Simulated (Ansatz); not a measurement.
System: sum formula SiCl2F, charge -1, multiplicity 1. 
Structure (B3LYP-D3(BJ)/def2-TZVP (Ansatz, a program for electronic structure) minimum search):
```
Si
F 1 1.6581
Cl 1 2.2537 2 96.72
Cl 1 2.2537 2 96.72 3 98.85
```
Charge -1, spin multiplicity 1.

Basis-set convergence of Hartree-Fock and CCSD(T) correlation energies (hartree) with Ansatz. Correlated levels leave the core frozen unless marked. Spin-orbit coupling is left out. No relativistic terms. This anion needs diffuse functions, which these sets lack.

```
basis        functions        E(HF)  E(corr, CCSD(T))
-----------  ---------  -----------  ----------------
cc-pV(D+d)Z         83  -1307.57712          -0.59548
cc-pV(T+d)Z        147          ___               ___
```

Question: Complete the blanks.

Answer: 
- cc-pV(T+d)Z, E(HF): -1307.66109
- cc-pV(T+d)Z, E(corr, CCSD(T)): -0.81430
